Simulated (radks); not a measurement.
Values are calculated unless marked as measured or tabulated.
The carbon anion C4-, [Ne], held by a Watson sphere: a shell of charge +4.98 at radius R that stands for the Madelung well of a crystal (potential energy -4.98/R inside, -4.98/r outside, in hartree with lengths in bohr). Level of theory: non-relativistic Kohn-Sham, LB94 model potential, spin-polarised, spherical densities, point nucleus (a radial shooting solver on a logarithmic mesh with Libxc functionals). Response by self-consistent Sternheimer equations with the Hartree and adiabatic LDA kernel. The sphere does not respond.

[
 {"R (bohr)": "2.63", "e(1s) (eV)": "-293.80", "e(2s) (eV)": "-24.719", "e(2p) (eV)": "-17.452", "<r> 2p (bohr)": "2.201", "sum of <r^2> (bohr^2)": "44.38", "X-ray form factor at sin(theta)/lambda = 0.2 1/angstrom": "3.892", "alpha (bohr^3)": "33.78"},
 {"R (bohr)": "2.67", "e(1s) (eV)": "-293.74", "e(2s) (eV)": "-24.441", "e(2p) (eV)": "-17.220", "<r> 2p (bohr)": "2.222", "sum of <r^2> (bohr^2)": "45.19", "X-ray form factor at sin(theta)/lambda = 0.2 1/angstrom": "3.863", "alpha (bohr^3)": "35.28"},
 {"R (bohr)": "3.42", "e(1s) (eV)": "-292.36", "e(2s) (eV)": "-20.335", "e(2p) (eV)": "-13.639", "<r> 2p (bohr)": "2.614", "sum of <r^2> (bohr^2)": "61.26", "X-ray form factor at sin(theta)/lambda = 0.2 1/angstrom": "3.563", "alpha (bohr^3)": "76.31"},
 {"R (bohr)": "3.47", "e(1s) (eV)": "-292.27", "e(2s) (eV)": "-20.123", "e(2p) (eV)": "-13.445", "<r> 2p (bohr)": "2.640", "sum of <r^2> (bohr^2)": "62.41", "X-ray form factor at sin(theta)/lambda = 0.2 1/angstrom": "3.555", "alpha (bohr^3)": "80.12"},
 {"R (bohr)": "3.59", "e(1s) (eV)": "-292.04", "e(2s) (eV)": "-19.641", "e(2p) (eV)": "-12.998", "<r> 2p (bohr)": "2.703", "sum of <r^2> (bohr^2)": "65.22", "X-ray form factor at sin(theta)/lambda = 0.2 1/angstrom": "3.542", "alpha (bohr^3)": "89.95"},
 {"R (bohr)": "3.79", "e(1s) (eV)": "-291.67", "e(2s) (eV)": "-18.912", "e(2p) (eV)": "-12.308", "<r> 2p (bohr)": "2.809", "sum of <r^2> (bohr^2)": "70.06", "X-ray form factor at sin(theta)/lambda = 0.2 1/angstrom": "3.531", "alpha (bohr^3)": "108.6"}
]
